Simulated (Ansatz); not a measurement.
AlB₃⁺. The state is a doublet with charge 1. Geometry PBE0-D4/def2-TZVP; atoms count from 1.

```xyz
4

B     0.6051   -0.4967   -1.2053
B    -0.0425   -0.0281    0.1402
B     0.1125    0.9364   -1.0827
Al   -0.6751   -0.4116    2.1478
```

The charge 1 doublet is spin-contaminated (final ⟨S²⟩ up to 0.86, 0.75 for a pure state). The structure comes from a short search, and lower isomers may exist.

**Question.** Estimate the Mulliken populations from the PBE0/def2-TZVP orbitals of Ansatz.

**Answer.** 
| atom | charge (e) | spin (α − β) |
| --- | --- | --- |
| B1 | 0.11 | 0.17 |
| B2 | 0.03 | 0.12 |
| B3 | 0.11 | 0.17 |
| Al4 | 0.74 | 0.54 |
Mulliken values and Mayer orders depend strongly on the basis.

**Question.** Where does the spin sit?

**Answer.** Summed by element: B 0.46, Al 0.54, of 1 unpaired in all. Largest on single atoms: Al4 0.54, B1 0.17, B3 0.17.

**Question.** And the Mayer bond orders between bonded heavy atoms (over 0.3)?

**Answer.** B1–B2 1.39 (1.57 Å); B1–B3 1.76 (1.52 Å); B2–B3 1.39 (1.57 Å); B2–Al4 0.58 (2.14 Å).
